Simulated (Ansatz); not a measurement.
Mn₃⁻. Charge -1, multiplicity 9. Geometry PBE0-D4/def2-TZVPD; atoms count from 1.

```xyz
3

Mn    0.6231    1.4338   -0.0985
Mn   -0.0968   -0.4855    1.2282
Mn   -0.5263   -0.9482   -1.1297
```

The charge -1 multiplicity 9 is spin-contaminated (final ⟨S²⟩ up to 24.38, 20.00 for a pure state). The highest occupied level of the charge -1 multiplicity 9 lies above zero (up to 0.34 eV). It is a level of α spin, whose loss leaves a octet; that state wasn't run at this geometry and level. The electron is either unbound and held by the finite basis, or the level is raised by self-interaction error. The geometry of the multiplicity 9 was relaxed on an unsound state (⟨S²⟩ 23.24, where a pure state has 20.00). At PBE0-D4/def2-TZVPD a multiplicity 13 of charge -1 lies 0.05 eV below the multiplicity 9, each at its own geometry. That multiplicity 13 is doubtful there (⟨S²⟩ 43.77, where a pure state has 42.00). The structure comes from a short search, and lower isomers may exist.

(1) Estimate the Mulliken populations from the PBE0/def2-TZVPD orbitals of Ansatz.

(2) Where does the spin sit?

(3) And the Mayer bond orders between bonded heavy atoms (over 0.3)?

Answers

(1) 
```
atom  charge (e)  spin (α − β)  d electrons
 Mn1       -0.32          6.14         5.15
 Mn2       -0.35          6.11         5.19
 Mn3       -0.32         -4.25         5.50
```
Mulliken values and Mayer orders depend strongly on the basis. With diffuse functions, as here, like atoms can get unlike values, and bond orders can come out too low or too high.

(2) Summed by element: Mn 8.00, of 8 unpaired in all. Largest on single atoms: Mn1 6.14, Mn2 6.11, Mn3 -4.25.

(3) Mn1–Mn2 1.11 (2.44 Å); Mn1–Mn3 0.89 (2.84 Å); Mn2–Mn3 1.22 (2.44 Å).
